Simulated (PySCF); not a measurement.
SMILES C[C](C)N, doublet at its PBE0/def2-SVP optimised geometry (Å):

```
12

C     -1.1130     0.0741     0.7392
C      0.1686    -0.0661     0.0000
C      1.0266     1.1070    -0.3094
N      0.7758    -1.3239     0.0000
H     -1.6428     0.9938     0.4493
H     -0.9785     0.1145     1.8449
H     -1.7908    -0.7738     0.5368
H      0.4204     1.9896    -0.5630
H      1.6908     0.9063    -1.1683
H      1.6869     1.4025     0.5387
H      1.7908    -1.3239     0.0000
H      0.4117    -1.9896     0.6740
```

Method: unrestricted PBE0/def2-TZVP (PySCF). Cells within 0.4 Å of a nucleus heavier than hydrogen are left out (blank, or x).

Map of the spin density (e/bohr³) on the plane z = 0.8 Å:

```
|0000000000000000000000000000000|
|0000000000000000000000000000000|
|0000000000000000000000000000000|
|0000000000000000000000000000000|
|0000000000000000000000000000000|
|0000000000000000000000000000000|
|0000000000000000000001110000000|
|0000000000000000000011111000000|
|0000000000000000000112211100000|
|0000000000000000000113321100000|
|0000000000000001000013321100000|
|0000000000000011110011211100000|
|0000000000000112221000111000000|
|0000000000000124442100000000000|
|0000000000xxx136863110000000000|
|0000000000xxx147974110000000000|
|00000000000x0125752100000000000|
|0000000111000012321000000000000|
|0000001111100001100000000000000|
|0000000111100000001111110000000|
|0000000011000000012211110000000|
|0000000000000000112211110000000|
|0000000000000000122111100000000|
|0000000000000000111111000000000|
|0000000000000000011100000000000|
|0000000000000000000000000000000|
|0000000000000000000000000000000|
|0000000000000000000000000000000|
|0000000000000000000000000000000|
|0000000000000000000000000000000|
|0000000000000000000000000000000|
```
Scale: ten equal steps from -0.002 (start of '0') to 0.028 (end of '9'), in the order '0123456789'; x runs from -4.00 to 4.00, y from -4.00 (bottom) to 4.00 (top).
